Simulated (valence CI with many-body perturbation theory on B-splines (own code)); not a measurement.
**Forbidden lines of Pd²³⁺**

Method: valence CI with perturbative core correlation (CI+MBPT): five valence electrons over a frozen Dirac-Fock core [Ar], a basis of 7 s, 7 p, 8 d, 6 f, 4 g, 1 h functions for each j, with the one-electron correlation potential Σ1 (screened to all orders), the two-electron term Σ2, the three-electron term Σ3, Breit, model QED; selected single and double excitations, second order for the rest (own B-spline code, finite nucleus).

No measured spectrum was set against this ion. As an estimate, terms of the open shell hold to 2 to 4 % of their energy, and close levels can change places. Core correlation moves these levels by up to 13000 cm⁻¹, and in measured spectra 5 to 20 % of such shifts remained as error; rates that hang on mixing are uncertain with them. Only levels of the ground parity were solved; by the run's estimate the other parity begins above the list, which can be wrong where configurations are misplaced.

Lines 1 to 50 of 120 in falling wavelength, among levels below 55.083 eV, chosen from the decays that carry over 1 % of a level's rate. Wavelengths and rates use the calculated energies, so an error of 3000 cm⁻¹ moves a line at 4964 Å by 15 % and its rate by three times that or more. Electric multipoles are in the length gauge, E1 and E2 with the static RPA response of the core. S is in atomic units (e²a₀⁴ for E2 and M2, e²a₀⁶ for E3), for M1 in squared Bohr magnetons. Weak lines are less certain than strong ones. Lines between different terms over intervals too small for the method are left out, as are lines whose strength nearly cancels. Intervals below about 3000 cm⁻¹, as at the head of this list, are uncertain by tens of per cent.

Names give the largest LS component (configuration and term), which can be under half, so a name can repeat, a term be missing and a line seem to break the LS rules; names also repeat where a configuration has a term twice. Letters in brackets count levels of one name in rising energy.

```
λ vac (Å)           Upper           Lower  Type   A (s⁻¹)  S (a.u.)
    29900     3d5 4G_11/2      3d5 4G_7/2    E2  1.27e-09  3.26e-04
    16420      3d5 4G_9/2     3d5 4G_11/2    M1  6.22e+00  1.02e+01
    10600      3d5 4G_9/2      3d5 4G_7/2    M1  2.56e+01  1.13e+01
     6994      3d5 4P_1/2      3d5 4P_3/2    M1  1.37e+02  3.47e+00
     6928     3d5 2I_13/2     3d5 2I_11/2    M1  2.73e+01  4.72e+00
     6514      3d5 4D_3/2      3d5 4D_5/2    M1  1.08e+02  4.41e+00
     5784  3d5 2F_7/2 [c]  3d5 2F_5/2 [b]    M1  6.20e+01  3.56e+00
     4964  3d5 2D_3/2 [a]      3d5 4F_5/2    M1  1.68e+02  3.04e+00
     4624  3d5 2F_7/2 [a]      3d5 4D_5/2    M1  1.26e+01  3.69e-01
     4105      3d5 4G_7/2  3d5 4G_5/2 [a]    M1  2.85e+02  5.85e+00
     3898      3d5 4D_7/2      3d5 4G_9/2    M1  1.28e+02  2.25e+00
     3636      3d5 4F_5/2      3d5 4F_3/2    M1  1.07e+02  1.14e+00
     3618      3d5 4D_7/2  3d5 4G_5/2 [b]    M1  3.43e+02  4.81e+00
     3528      3d5 4P_3/2  3d5 4G_5/2 [a]    M1  3.06e+02  1.99e+00
     3389      3d5 2H_9/2  3d5 2G_9/2 [a]    M1  2.86e+02  4.13e+00
     3306  3d5 2F_7/2 [a]      3d5 4D_7/2    M1  9.50e+00  1.02e-01
     3250  3d5 2G_7/2 [a]  3d5 2F_5/2 [a]    M1  1.79e+02  1.82e+00
     3144  3d5 4G_5/2 [b]  3d5 4G_5/2 [a]    M1  1.11e+03  7.69e+00
     2967  3d5 2G_9/2 [b]  3d5 2G_7/2 [a]    M1  2.48e+02  2.40e+00
     2918      3d5 4F_5/2  3d5 2F_7/2 [a]    M1  8.32e+02  4.60e+00
     2850      3d5 4D_7/2      3d5 4G_7/2    M1  4.15e+02  2.85e+00
     2754  3d5 2F_5/2 [a]      3d5 4D_5/2    M1  8.84e+01  4.11e-01
     2738      3d5 4D_1/2      3d5 4P_1/2    M1  1.31e+03  1.99e+00
     2718     3d5 2H_11/2      3d5 2H_9/2    M1  2.39e+02  2.13e+00
     2712      3d5 2H_9/2  3d5 2F_7/2 [a]    M1  1.33e+02  9.83e-01
     2659  3d5 2G_9/2 [a]      3d5 4D_7/2    M1  2.18e+02  1.52e+00
     2641  3d5 2F_7/2 [c]      3d5 2H_9/2    M1  3.20e+02  1.75e+00
     2517      3d5 4D_5/2      3d5 4P_3/2    M1  1.43e+02  5.09e-01
     2517  3d5 2D_3/2 [a]  3d5 2F_5/2 [a]    M1  8.17e+01  1.93e-01
     2471  3d5 2F_7/2 [c]      3d5 4F_5/2    M1  3.35e+02  1.50e+00
     2466      3d5 4F_5/2      3d5 4D_3/2    M1  2.34e+02  7.81e-01
     2365  3d5 2G_9/2 [b]      3d5 2H_9/2    M1  1.06e+03  5.21e+00
     2338  3d5 2F_5/2 [b]  3d5 2F_5/2 [a]    M1  2.38e+02  6.76e-01
     2313  3d5 2F_7/2 [b]  3d5 2F_5/2 [a]    M1  4.09e+02  1.50e+00
     2288      3d5 4D_5/2      3d5 4G_7/2    M1  6.14e+02  1.64e+00
     2226  3d5 2F_5/2 [a]      3d5 4D_7/2    M1  3.26e+02  8.01e-01
     2200  3d5 2G_7/2 [a]  3d5 2F_7/2 [a]    M1  4.93e+02  1.56e+00
     2161     3d5 2I_11/2      3d5 4G_9/2    M1  2.51e+02  1.13e+00
     2151      3d5 2H_9/2     3d5 2I_11/2    M1  1.14e+02  4.22e-01
     2099  3d5 2D_3/2 [a]      3d5 4F_3/2    M1  6.10e+02  8.36e-01
     1978  3d5 2F_7/2 [b]  3d5 2G_9/2 [a]    M1  7.93e+02  1.82e+00
     1973  3d5 2F_5/2 [b]      3d5 4F_3/2    M1  9.92e+02  1.70e+00
     1968      3d5 4D_1/2      3d5 4P_3/2    M1  9.41e+02  5.31e-01
     1937      3d5 4D_3/2  3d5 4G_5/2 [b]    M1  1.84e+02  1.98e-01
     1909     3d5 2I_11/2     3d5 4G_11/2    M1  1.16e+03  3.60e+00
     1858      3d5 4F_3/2      3d5 4P_1/2    M1  3.58e+02  3.41e-01
     1816      3d5 4D_3/2      3d5 4P_3/2    M1  8.37e+02  7.43e-01
     1789      3d5 4F_5/2      3d5 4D_5/2    M1  1.51e+03  1.92e+00
     1789  3d5 2F_7/2 [a]      3d5 4G_9/2    M1  7.22e+02  1.23e+00
     1741  3d5 2F_5/2 [b]  3d5 2F_7/2 [a]    M1  6.62e+01  7.77e-02
```
